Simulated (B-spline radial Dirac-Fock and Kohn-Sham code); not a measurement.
Core and valence levels of Eu⁵⁵⁺

System: Eu⁵⁵⁺, [He] 2s2 2p4; nuclear rms radius 5.1115 fm (A = 153).

These are calculated numbers from an atomic code on a B-spline grid; the model is Dirac-Fock energy differences between relaxed states, corrected for Breit and QED terms. Correlation and solid-state effects are left out. Energies are counted from the vacuum level.

All terms are in eV, carry their sign (relaxation lowers the binding energy) and add up to the binding energy; ⟨r⟩ is the mean radius of the orbital in the initial state.

```
subshell  −ε (Koopmans)  relaxation    Breit  self-energy  vacuum polarisation  binding energy  ⟨r⟩ (bohr)
      1s        53685.6      -16.49  -122.55       -83.80                13.47         53476.2       0.022
      2s        12453.2       -1.73   -13.17       -12.05                 1.79         12428.1       0.092
      2p        11699.6       -2.31   -15.47        -0.58                -0.02         11681.2       0.083
```

For the deepest level, K (1s), the Breit terms make up -0.229 % of the binding energy, QED -0.132 % and orbital relaxation -0.031 %.

Going to the tabulated ground configuration of the next ion removes an electron from L2,3 (2p), computed at 11681.2 eV. NIST lists 11457 ± 5 eV as the ionisation energy of this species (theoretical), -224.19 eV from the computed value. Where a p, d or f shell is open in either ion the computed value averages over both j values and all terms, while the table refers to the lowest levels; that difference holds spin-orbit splitting (largest in heavy or highly charged ions), term energies where several electrons share open shells, and correlation, and it can reach 10 % or more.
